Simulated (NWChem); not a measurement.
Molecule: Si₂H₄OClF; SMILES O[Si@@H](F)[SiH2]Cl

```xyz
9

O      1.5331     1.3849    -0.5457
Si     0.1744     1.1832     0.3701
F     -0.8529     2.4256     0.1328
Si    -0.8599    -0.7685    -0.3971
Cl     0.3244    -2.3646     0.2152
H      2.1926     2.0220    -0.2539
H      0.4883     1.1824     1.8276
H     -2.2165    -0.9355     0.1998
H     -0.9700    -0.7863    -1.8835
```
Atoms are numbered in this order, from 1.

All runs: NWChem. The geometry was optimised at PBE0/def2-SVP. Total energies compare along this basis series because the functional is fixed.

| level | basis functions | energy (Ha) | highest occupied level (eV) | orbital gap (eV) | dipole (D) | relative time |
|---|---|---|---|---|---|---|
| PBE/def2-SVP | 102 | -1215.6635 | -6.82 | 5.44 | 1.47 | 1 |
| PBE/def2-SVPD | 153 | -1215.7005 | -7.12 | 5.31 | 1.22 | 5 |
| PBE/def2-TZVP | 197 | -1216.2642 | -7.01 | 5.30 | 1.33 | 5 |
| PBE/def2-TZVPP | 244 | -1216.2665 | -7.01 | 5.29 | 1.29 | 8 |

Times are rough ratios from one shared machine.
